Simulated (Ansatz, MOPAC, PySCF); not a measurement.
Noncovalent pair: H2O (SMILES O) (first 3 atoms) with CHN (SMILES C#N); geometry from B3LYP-D3(BJ)/def2-TZVP, rigid monomers moved along the line of their centres of mass till O1···H6 is 2.31 Å.
(charge 0, multiplicity 1):
```xyz
6

O     -0.08341    -0.07771    -0.10327
H      0.70905    -0.23245    -0.62767
H     -0.82821    -0.23088    -0.69383
C     -0.23070    -0.27851     3.27483
N     -0.27964    -0.36528     4.41757
H     -0.18465    -0.20028     2.20148
```

Interaction energies are E(AB) − E(A) − E(B) at the monomers' geometry in the complex; basis-set methods are counterpoise corrected. Rows marked so take none.

Rows in 3-21G carry no dispersion term and start afresh at each structure. The state that AM1 reach isn't checked.

Codes used: Ansatz (an electronic-structure program) with Gaussian orbitals; MOPAC for AM1 (differences of heats of formation); PySCF for 3-21G rows. 

Q: One of these levels gives -11.25 kcal/mol for the interaction energy. Name it.
A) PBE/def2-TZVPPD
B) AM1
C) B3LYP/3-21G (no counterpoise)

A: C, B3LYP/3-21G (no counterpoise). The others give -2.95 (AM1), -4.47 (PBE/def2-TZVPPD)
